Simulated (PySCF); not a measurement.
Mg(OSiH3)2, H₆MgO₂Si₂, SMILES [SiH3][O][Mg][O][SiH3] (PBE0/def2-SVP optimised geometry):

```
11

Mg    -0.002    -0.333    -0.012
O     -1.795    -0.326     0.000
Si    -3.433    -0.326     0.000
H     -3.978    -1.024     1.210
H     -3.978    -1.025    -1.210
H     -3.978     1.071     0.000
O      1.791    -0.339    -0.022
Si     3.428    -0.337    -0.017
H      3.971     1.061     0.028
H      3.978    -0.997    -1.246
H      3.970    -1.071     1.173
```

Method: PBE0/def2-TZVP run with PySCF.

What are the frontier orbital energies and the dipole moment?

HOMO-2 -8.25 eV, HOMO-1 -8.19 eV, HOMO -8.19 eV, LUMO -1.64 eV, LUMO+1 0.41 eV; dipole moment 0.01 D.

On the same geometry PBE/def2-TZVP (PySCF) gives HOMO-2 -6.85 eV, HOMO-1 -6.78 eV, HOMO -6.78 eV, LUMO -2.42 eV, LUMO+1 -0.29 eV; dipole moment 0.01 D.

Meta-Löwdin charges at PBE0/def2-TZVP: Mg1 1.61, O2 -1.16, Si3 0.74, H4 -0.13, H5 -0.13, H6 -0.13, O7 -1.16, Si8 0.74, H9 -0.13, H10 -0.13, H11 -0.13.
